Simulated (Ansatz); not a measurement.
`Cc1cc(-c2sc(-c3sc(-c4sc(N(C)C)cc4C)cc3C)cc2C)sc1C#N`. Total charge 0; singlet. Geometry PBE-D4/def2-SVP; atoms count from 1.

Cartesian coordinates in Å:
```
C 2.090 -7.685 -3.931
C 1.734 -6.257 -3.641
C 1.017 -5.822 -2.495
C 0.813 -4.439 -2.430
C 0.144 -3.650 -1.425
S 0.473 -1.929 -1.313
C -0.655 -1.719 0.013
C -0.844 -0.419 0.600
S 0.347 0.839 0.311
C -0.553 2.021 1.246
C -0.110 3.376 1.417
S -1.151 4.481 2.322
C -0.022 5.809 2.118
N -0.279 7.035 2.681
C -1.605 7.325 3.189
C 0.601 8.134 2.338
C 1.081 5.408 1.362
C 1.044 4.039 0.973
C 2.132 3.394 0.164
C -1.712 1.423 1.757
C -1.892 0.062 1.406
C -3.085 -0.744 1.834
C -1.245 -2.948 0.328
C -0.810 -4.039 -0.470
C -1.337 -5.436 -0.302
S 1.510 -3.653 -3.833
C 2.085 -5.182 -4.468
C 2.809 -5.235 -5.680
N 3.412 -5.293 -6.690
H 2.675 -7.777 -4.866
H 2.689 -8.122 -3.105
H 1.177 -8.309 -4.035
H 0.692 -6.509 -1.705
H -1.953 6.495 3.840
H -1.573 8.244 3.805
H -2.364 7.467 2.381
H 0.358 9.008 2.971
H 0.518 8.439 1.267
H 1.658 7.857 2.531
H 1.903 6.079 1.087
H 1.756 3.024 -0.814
H 2.951 4.111 -0.039
H 2.571 2.518 0.686
H -2.431 1.976 2.378
H -3.876 -0.088 2.244
H -2.824 -1.481 2.624
H -3.516 -1.317 0.987
H -1.966 -3.071 1.144
H -0.606 -6.094 0.216
H -2.264 -5.436 0.303
H -1.564 -5.908 -1.280
```

Single mean-field runs in def2-TZVP are fitted with def2-universal-jkfit.

(1) Estimate the Mulliken populations of the heavy atoms from the PBE0/def2-TZVP orbitals of Ansatz.

(2) And the Mayer bond orders between heavy atoms (over 0.3)?

Answers

(1) 
```
atom  charge (e)
  C1       -0.42
  C2        0.03
  C3       -0.28
  C4        0.09
  C5        0.07
  S6       -0.01
  C7        0.11
  C8        0.04
  S9       -0.05
 C10        0.12
 C11       -0.03
 S12       -0.06
 C13        0.11
 N14       -0.05
 C15       -0.31
 C16       -0.32
 C17       -0.29
 C18        0.03
 C19       -0.42
 C20       -0.21
 C21        0.03
 C22       -0.48
 C23       -0.26
 C24        0.05
 C25       -0.48
 S26        0.04
 C27        0.16
 C28       -0.30
 N29       -0.03
```
Mulliken values depend strongly on the basis.

(2) C1–C2 0.96 (1.50 Å); C2–C3 1.29 (1.42 Å); C2–C27 1.50 (1.40 Å); C3–C4 1.48 (1.40 Å); C4–C5 0.96 (1.44 Å); C4–S26 1.29 (1.75 Å); C5–S6 1.23 (1.76 Å); C5–C24 1.44 (1.40 Å); S6–C7 1.27 (1.75 Å); C7–C8 0.97 (1.44 Å); C7–C23 1.46 (1.40 Å); C8–S9 1.26 (1.76 Å); C8–C21 1.43 (1.41 Å); S9–C10 1.24 (1.76 Å); C10–C11 1.01 (1.44 Å); C10–C20 1.41 (1.40 Å); C11–S12 1.22 (1.77 Å); C11–C18 1.39 (1.40 Å); S12–C13 1.20 (1.75 Å); C13–N14 1.22 (1.37 Å); C13–C17 1.48 (1.40 Å); N14–C15 0.98 (1.45 Å); N14–C16 0.97 (1.45 Å); C17–C18 1.32 (1.42 Å); C18–C19 0.94 (1.50 Å); C20–C21 1.33 (1.42 Å); C21–C22 0.92 (1.50 Å); C23–C24 1.31 (1.42 Å); C24–C25 0.93 (1.50 Å); S26–C27 1.19 (1.75 Å); C27–C28 0.95 (1.41 Å); C28–N29 3.03 (1.18 Å).
